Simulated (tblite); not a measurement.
C5H12S2Si.
Z-matrix (Å and degrees, GFN2-xTB geometry), rows numbered from 1:
```
Si
C   1  1.9077
C   2  1.5304  1  115.31
C   3  1.5326  2  110.72  1   -63.36
C   4  1.5223  3  114.03  2   173.57
S   5  1.8289  4  111.12  3    67.65
S   6  2.0360  5   97.68  4   -65.03
C   3  1.5280  2  109.15  1   173.32
H   1  1.4640  2  109.14  3   -38.03
H   1  1.4620  2  107.98  3  -157.89
H   1  1.4650  2  110.80  3    82.58
H   2  1.0926  1  108.30  3   121.33
H   2  1.0923  1  109.75  3  -123.21
H   3  1.0969  2  108.82  1    55.91
H   4  1.0928  3  108.53  2    53.22
H   4  1.0936  3  109.26  2   -64.18
H   5  1.0887  4  110.96  3  -175.60
H   5  1.0901  4  111.77  3   -52.94
H   8  1.0907  3  111.67  2    68.66
H   8  1.0894  3  110.98  2   -53.69
```

All values are computed: GFN2-xTB (tblite) harmonic vibrations without scaling, gas phase. Against measured fundamentals such values can be off by several per cent, at times by over 20. Modes of hydrogen on silicon can be 10 to 20 % off. One conformer, not necessarily the lowest.

Harmonic wavenumbers (cm⁻¹): 60.5, 85.5, 133.4, 153.1, 186.0, 249.7, 267.7, 299.9, 342.0, 419.4, 475.5, 513.8, 518.3, 570.9, 670.2, 702.0, 760.7, 776.6, 790.7, 798.6, 804.7, 815.0, 880.3, 894.7, 1000.4, 1045.6, 1073.2, 1086.0, 1105.7, 1118.8, 1186.9, 1214.8, 1226.3, 1264.7, 1268.2, 1305.8, 1332.9, 1357.0, 1432.8, 1435.8, 1472.4, 1483.9, 2252.6, 2262.7, 2281.1, 2920.6, 2958.6, 2960.9, 2970.6, 2974.8, 2978.4, 2985.3, 2999.4, 3007.7.

A = 2632, B = 616.8, C = 531.5 MHz; mass 164.015 u (most abundant isotopes); point group C1, symmetry number 1.

Q: What is the zero-point energy?

A: Half the sum of the wavenumbers: 34067 cm⁻¹ = 97.40 kcal/mol.

Q: What is S at 298.15 K and 1 bar for an ideal gas of classical rigid rotors and harmonic oscillators?

A: Translation 41.22, rotation 30.30, vibration 28.29: S = 99.8 cal/(mol K).

Q: And Cp and H(298.15 K) − H(0)?

A: Cp = 40.86 cal/(mol K), of which vibrations give 32.91 (their classical limit is 54 R = 107.3); H(298.15 K) − H(0) = 7.06 kcal/mol without the zero-point energy, 4.69 from vibrations.

Q: Which modes carry the vibrational entropy at 298.15 K?

A: 60.5 cm⁻¹: 4.44; 85.5 cm⁻¹: 3.76; 133.4 cm⁻¹: 2.90; 153.1 cm⁻¹: 2.63; 186.0 cm⁻¹: 2.27; 249.7 cm⁻¹: 1.73 cal/(mol K); the other 48 give 10.56 together.

Q: What must be added to the electronic energy to get the Gibbs energy at 298.15 K and 1 bar?

A: ZPE + [H(298.15 K) − H(0)] − T·S = 97.40 + 7.06 − 29.76 = 74.70 kcal/mol.

Q: How do the functions run with temperature in this model?

A: 
```
T (K)  S (cal/(mol K))  Cp (cal/(mol K))  H − H(0) (kcal/mol)  G − H(0) (kcal/mol)  ln q(vib)
  100             69.9              18.3                 1.24                -5.75       1.31
  200             86.0              29.3                 3.62               -13.57       3.75
  300            100.1              41.1                 7.14               -22.88       6.36
  500            126.0              61.1                17.47               -45.54      11.77
  800            159.2              79.9                38.88               -88.49      19.73
 1000            177.9              87.9                55.70              -122.25      24.69
```

q(vib) and H(0) count from the zero-point level.

Hindered rotation and anharmonicity are outside this model. Other conformers, if any are populated, would add a mixing term that is left out. The structure is chiral; the term R ln 2 for an equal mix with its mirror image is left out.
